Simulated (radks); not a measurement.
Problem. The mean radii <r> (bohr) of the occupied orbitals of an atom or ion are listed with their occupations. Calculated with a radial shooting solver on a logarithmic mesh with Libxc functionals: Dirac Kohn-Sham, BLYP, spin-unpolarised, spherical densities, point nucleus.

orbital  occ.      <r>
1s1/2       2  0.03040
2s1/2       2   0.1313
2p1/2       2   0.1112
2p3/2       4   0.1164
3s1/2       2   0.3580
3p1/2       2   0.3493
3p3/2       4   0.3603
3d3/2       4   0.3324
3d5/2       6   0.3359
4s1/2       2   0.8653
4p1/2       2   0.9149
4p3/2       4   0.9420
4d3/2       4    1.110
4d5/2       3    1.120

Name the element and its charge. Open shells, if any, fill j = l - 1/2 first.

Solution. Z = 48, cadmium, charge +5: Cd5+ in [Kr] 4d7. The 1s radius gives Z: for a bare nucleus <r> = (2 gamma + 1)/(2Z) with gamma = sqrt(1 - (Z/c)^2), 0.02993 bohr for Z = 48, and screening makes it slightly larger (0.03040 here). The occupations add up to 43, and the charge is Z minus that.
